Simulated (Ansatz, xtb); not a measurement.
## C3H5BO3S: where a starting geometry ends

The starting geometry of this gas-phase singlet was built from a drawn formula by distance geometry and a force field; its bonds are those of `B[C@@]1(S)COC(=O)O1`.

```yaml
atoms:
  - { symbol: C, position_ang: [-0.1656, -0.4033, 1.4058] }
  - { symbol: C, position_ang: [1.0274, 0.2238, 0.6117] }
  - { symbol: C, position_ang: [-0.9940, 0.9164, -0.3045] }
  - { symbol: B, position_ang: [-0.1611, -1.9824, 1.3056] }
  - { symbol: O, position_ang: [0.3360, 1.0766, -0.4675] }
  - { symbol: O, position_ang: [-1.8347, 1.4982, -1.0180] }
  - { symbol: O, position_ang: [-1.3490, 0.0257, 0.7553] }
  - { symbol: S, position_ang: [-0.1517, 0.1916, 3.0717] }
  - { symbol: H, position_ang: [-1.0604, -2.6159, 0.8572] }
  - { symbol: H, position_ang: [0.7946, -2.6204, 1.7615] }
  - { symbol: H, position_ang: [-1.4146, -0.3834, 3.3906] }
  - { symbol: H, position_ang: [1.6382, 0.8958, 1.2104] }
  - { symbol: H, position_ang: [1.6649, -0.5355, 0.0597] }
```

Predict what becomes of its bonds when it is optimised with r2SCAN-D4/def2-SVP.

A new bond forms, giving a structure given below by its coordinates. Distances that change by over a tenth: C1–S8 (1.77 → 2.03 Å). Contacts that close: B4–S8 (2.80 → 2.05 Å).

The energy falls by 1.35 eV over 15 steps:

| step | E − E(last) (eV) |
| --- | --- |
| 1 | 1.353 |
| 3 | 0.598 |
| 4 | 0.473 |
| 6 | 0.205 |
| 7 | 0.151 |
| 9 | 0.036 |
| 10 | 0.003 |
| 12 | 0.000 |
| 13 | 0.000 |
| 15 | 0.000 |

Final geometry (Å):

```yaml
atoms:
  - { symbol: C, position_ang: [-0.1304, -0.6113, 0.9705] }
  - { symbol: C, position_ang: [1.0052, 0.2161, 0.4236] }
  - { symbol: C, position_ang: [-0.9685, 1.1028, -0.2412] }
  - { symbol: B, position_ang: [-0.0784, -1.9551, 1.7376] }
  - { symbol: O, position_ang: [0.3427, 1.3683, -0.1020] }
  - { symbol: O, position_ang: [-1.7888, 1.7972, -0.7406] }
  - { symbol: O, position_ang: [-1.2361, -0.1532, 0.2969] }
  - { symbol: S, position_ang: [-0.3557, -0.3356, 2.9666] }
  - { symbol: H, position_ang: [-1.0415, -2.6765, 1.7303] }
  - { symbol: H, position_ang: [1.0301, -2.3716, 1.9810] }
  - { symbol: H, position_ang: [-1.7035, -0.2858, 2.8578] }
  - { symbol: H, position_ang: [1.7567, 0.5171, 1.1635] }
  - { symbol: H, position_ang: [1.4981, -0.3252, -0.4046] }
```

From the same start GFN2-xTB reaches the same bonding as this run.

The end wasn't checked by frequencies. Run with Ansatz 0.2.0, 2.3 min on 2 threads of AMD EPYC (Zen 3), with other jobs on the host.
